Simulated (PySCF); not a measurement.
Geometry:
```
atom   x (Å)   y (Å)   z (Å)
  F1  -0.260   1.823  -0.522
  C2  -0.996   0.679  -0.514
  C3  -1.124  -0.059   0.763
  C4  -0.270  -0.615  -0.368
 Si5   1.599  -0.639  -0.222
  H6  -1.847   0.747  -1.200
  H7  -2.074  -0.547   0.999
  H8  -0.602   0.365   1.627
  H9  -0.695  -1.457  -0.926
 H10   2.055   0.390   0.758
 H11   2.237  -0.380  -1.548
 H12   2.037  -1.986   0.256
```

Geometry: PBE0-D3(BJ)/def2-SVP; GIAO absolute shieldings from PySCF, gas phase, non-relativistic, averaged over equivalent atoms.

At PBE0/pcSseg-1 (127 basis functions, 10 s wall time on 1 thread of an Arm Neoverse V1, shared host):
```json
{"atoms": "F1", "σ (ppm)": "410.1"}
{"atoms": "C2", "σ (ppm)": "112.3"}
{"atoms": "C3", "σ (ppm)": "171.5"}
{"atoms": "C4", "σ (ppm)": "184.4"}
{"atoms": "Si5", "σ (ppm)": "414.4"}
{"atoms": "H6", "σ (ppm)": "26.77"}
{"atoms": "H10/H11/H12", "σ (ppm)": "27.27"}
{"atoms": "H7", "σ (ppm)": "30.43"}
{"atoms": "H8", "σ (ppm)": "30.46"}
{"atoms": "H9", "σ (ppm)": "31.41"}
```

What do these become at PBE/pcSseg-2?

## Answers


| atoms | σ at PBE/pcSseg-2 | change |
| --- | --- | --- |
| F1 | 393.6 | -16.5 |
| C2 | 100.9 | -11.4 |
| C3 | 164.9 | -6.6 |
| C4 | 177.3 | -7.1 |
| Si5 | 390.9 | -23.5 |
| H6 | 26.41 | -0.36 |
| H10/H11/H12 | 27.06 | -0.21 |
| H7 | 30.30 | -0.13 |
| H8 | 30.42 | -0.04 |
| H9 | 31.16 | -0.25 |

The largest change is at Si5 (silicon bonded to C, 3 H). Cost: 285 basis functions, 47 s wall time on 1 thread of an Arm Neoverse V1, shared host. The order of the carbon signals is the same at both levels.
